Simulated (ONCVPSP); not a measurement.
## Before and after: ONCV potential for Pt

ONCVPSP 4.0.1 input, shortened (lines: element, Z, core and valence counts, functional; n l f; lmax; l rc ep ncon nbas qcut; lloc lpopt rc5 dvloc0; l nproj debl; icmod fcfact rcfact), PBE, scalar-relativistic:

```
  Pt 78.00    9    5        4      upf
    1    0    2.00
    2    0    2.00
    2    1    6.00
    3    0    2.00
    3    1    6.00
    3    2   10.00
    4    0    2.00
    4    1    6.00
    4    2   10.00
    4    3   14.00
    5    0    2.00
    5    1    6.00
    5    2    9.00
    6    0    1.00
    3
    0    1.55    0.00    4    9    6.40
    1    1.15    0.00    5    8    7.90
    2    1.95    0.00    4    9    7.50
    3    0.90    0.00    3    8   22.80
    4    2    0.70    4.00
    0    2    0.50
    1    3    3.30
    2    1    2.70
    3    3    1.10
    0    0.00    0.00
```

In the f channel the program set the typed energies aside and used -2.575, 0.250, 1.350 Ha.

Change: p: ncon 3, nbas 6.

Cutoffs: the cutoffs (Ha) at which the residual kinetic energy of the hardest occupied pseudo-wave falls to 1 and 0.1 mHa per electron; they do not see the model core or the augmentation charge, which bear on the density cutoff. Errors are all-electron minus pseudo energies relative to the spin-unpolarised reference configuration.

Problem. Predict the effect on cutoff, ghosts and configuration errors.

Solution. The potential gets neither clearly harder nor softer (199 Ha and 218 Ha → 199 Ha and 218 Ha); the bound ghost in p disappears; the errors of the 4 common tests hardly move.

```tsv
quantity	base	changed
cutoff, loose	199 Ha	199 Ha
cutoff, tight	218 Ha	218 Ha
loose cutoff by channel	s 18 Ha, p 103 Ha, d 19 Ha, f 199 Ha	s 18 Ha, p 42 Ha, d 19 Ha, f 199 Ha
bound ghosts	p	none
GHOST(+) flags under 300 eV	s at 46.5 eV	s at 46.5 eV
error for 4f14 5s2 5p6 5d9 6s0, meV [ΔE 9.19 eV]	-5.8	-5.9
error for 4f14 5s2 5p6 5d8 6s0, meV [ΔE 29.16 eV]	-4.8	-4.8
error for 4f14 5s2 5p6 5d7 6s0, meV [ΔE 61.38 eV]	-1.2	-1.3
error for 4f14 5s2 5p6 5d9.5 6s0.5, meV [ΔE -0.12 eV]	-2.6	-2.6
s: phases at 1.58 bohr within 0.05 rad from the reference energy up to (Ha; the scan ends near 5)	1.2	1.2
p: phases at 1.17 bohr within 0.05 rad from the reference energy up to (Ha; the scan ends near 5)	to the end of the scan	to the end of the scan
d: phases at 1.98 bohr within 0.05 rad from the reference energy up to (Ha; the scan ends near 5)	2.0	2.0
f: phases at 0.91 bohr within 0.05 rad from the reference energy up to (Ha; the scan ends near 5)	to the end of the scan	to the end of the scan
```

 A true bound ghost makes a file unfit for plane-wave use even where its test errors are small: the radial tests pick states by their node count and pass the ghost by.
